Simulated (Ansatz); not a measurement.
Worked example: the barrier

An elementary step of SiH$_{5}$Cl$_{2}$OF, singlet (SiH₂Cl₂ ([Cl][SiH2][Cl]) + H₂O + HF → SiH₃ClO ([OH][SiH2][Cl]) + HCl + HF; bonds formed: Cl2–H8, H6–F9; bonds broken: Si1–Cl2, H6–O7, H8–F9). “Start” is the structure reached by relaxing down from the saddle towards the reactants; PBE0-D4/def2-TZVP structures. The saddle:

```xyz
10
angstrom
Si -0.8567 0.7268 -0.2877
Cl -0.8043 -1.8250 -0.7283
H -0.8894 0.7552 -1.7505
H -1.9845 0.3349 0.5595
Cl -0.7236 2.7910 0.1507
H 1.2245 -0.6020 0.4887
O 0.7094 0.4028 0.3964
H 0.6126 -2.0120 -0.0504
F 1.5630 -1.7541 0.4670
H 1.1490 1.1827 0.7544
```

Computed with Ansatz 0.2.0 (basis: def2-TZVPP and def2-QZVPP); correlated methods freeze the cores.

Energies in eV:

| quantity | saddle | start |
| --- | --- | --- |
| Hartree–Fock, triple zeta (X = 3) | -37696.81442 | -37697.14810 |
| Hartree–Fock, quadruple zeta (X = 4) | -37697.97781 | -37698.31567 |
| MP2 correlation, X = 3 | -28.93031 | -28.73316 |
| MP2 correlation, X = 4 | -31.59603 | -31.41063 |
| CCSD(T) correlation, X = 3 | -31.29442 | -31.12660 |

Problem. Work out the barrier at the basis limit: extrapolate Hartree–Fock as E(X) = E∞ + A exp(−7.88 √X) and the MP2 correlation as E(X) = E∞ + B X^−2.97 (the exponents that Neese and Valeev fitted for def2-TZVPP and QZVPP), then add CCSD(T) − MP2 in triple zeta.

Solution. Each step is linear, so take the differences first (saddle − start): Hartree–Fock 0.33368 (X = 3) and 0.33786 (X = 4); MP2 correlation -0.19715 and -0.18540; CCSD(T) correlation -0.16782.
Two points give E∞ = E(4) + w [E(4) − E(3)], with w = 1/(exp(7.88 (2 − √3)) − 1) = 0.1377 for Hartree–Fock and w = 1/((4/3)^2.97 − 1) = 0.7407 for the correlation.
Hartree–Fock: 0.33786 + 0.1377 × 0.00418 = 0.3384 eV.
MP2 correlation: -0.18540 + 0.7407 × 0.01175 = -0.1767 eV.
CCSD(T) − MP2: -0.16782 − (-0.19715) = 0.0293 eV.
Sum: 0.3384 + (-0.1767) + 0.0293 = 0.1910 eV, or 4.40 kcal/mol. Plain CCSD(T) in triple zeta gives 0.1659 eV, so the larger basis shifts the result by 0.0251 eV.

No T1 diagnostic of these runs exceeds 0.010.

Labels in which every atom is bracketed show which atoms are joined, not bond orders.

For scale, one of the runs: CCSD(T)/def2-TZVPP, 258 basis functions, launched by `ansatz run in.yaml --threads 8 --pin off --events-out ev --progress --plain --max-ram 19148MiB`. The run took 63 s on 8 CPU threads of an Intel Xeon (shared host), with 5.8 GiB of host memory at its peak.
